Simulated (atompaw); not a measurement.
# Reading a pseudo-wave (vanadium)

Columns: radius, all-electron u(r) and pseudo u(r) of the 4p shell (level -1.44 eV) of vanadium in the configuration [Ne] 3s2 3p6 3d3 4s2 4p0; PBE, scalar-relativistic, PAW (atompaw) scheme, atompaw 4.2.0.5.

```tsv
r (bohr)	all-electron	pseudo
0.106	0.0881	-0.0030
0.212	0.0929	-0.0114
0.317	0.0194	-0.0238
0.423	-0.0677	-0.0384
0.529	-0.1347	-0.0526
0.635	-0.1723	-0.0640
0.740	-0.1821	-0.0703
0.846	-0.1700	-0.0701
0.952	-0.1422	-0.0619
1.058	-0.1041	-0.0454
1.163	-0.0605	-0.0213
1.269	-0.0139	0.0095
1.375	0.0334	0.0453
1.481	0.0797	0.0843
1.587	0.1241	0.1250
1.692	0.1657	0.1657
1.798	0.2049	0.2049
1.904	0.2413	0.2413
2.010	0.2746	0.2746
2.115	0.3048	0.3048
2.221	0.3325	0.3325
2.327	0.3575	0.3575
2.433	0.3799	0.3799
2.538	0.3996	0.3996
2.644	0.4171	0.4171
2.750	0.4322	0.4322
```

(1) How many radial nodes do the two functions have?

(2) At about which radius was the pseudo-wave matched?

(3) Is the pseudo-wave norm-conserving?

Results:

(1) The all-electron 4p function has n − l − 1 = 2; the pseudo-wave has 1, since 1 lower shell of the same l stays in the valence.

(2) 1.75 bohr, where the columns begin to agree (steps of 0.11 bohr).

(3) No, it belongs to a PAW set: the norm inside the radius is not constrained, and the difference is carried by the augmentation charge.
